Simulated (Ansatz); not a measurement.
Molecule: C$_{2}$H$_{3}$O (charge -1, singlet). It need not be the lowest isomer of its formula. Whether it binds its extra electron was not tested at this geometry. 
Coordinates optimised at B3LYP-D3(BJ)/def2-TZVP (Ansatz, a quantum-chemistry and plane-wave program):
SMILES: [CH-]=CO
```xyz
6

C      1.1857    -0.0003    -0.4662
C      0.1803    -0.0819     0.3934
O     -1.1810     0.0849    -0.0154
H      2.1485    -0.1586     0.0520
H      0.1579    -0.2708     1.4746
H     -1.0547     0.2437    -0.9665
```
Charge -1, spin multiplicity 1.

Basis-set convergence of Hartree-Fock and CCSD(T) correlation energies (hartree) with Ansatz. Correlated levels leave the core frozen unless marked. No spin-orbit coupling. No relativistic terms. This anion needs diffuse functions, which these sets lack.

| basis | functions | E(HF) | E(corr, CCSD(T)) |
|---|---|---|---|
| cc-pVDZ | - | -152.23163 | -0.50438 |
| cc-pVTZ | 132 | ? | ? |

Problem. Fill in the missing entries.

Solution. 
- cc-pVTZ, E(HF): -152.28690
- cc-pVTZ, E(corr, CCSD(T)): -0.62501
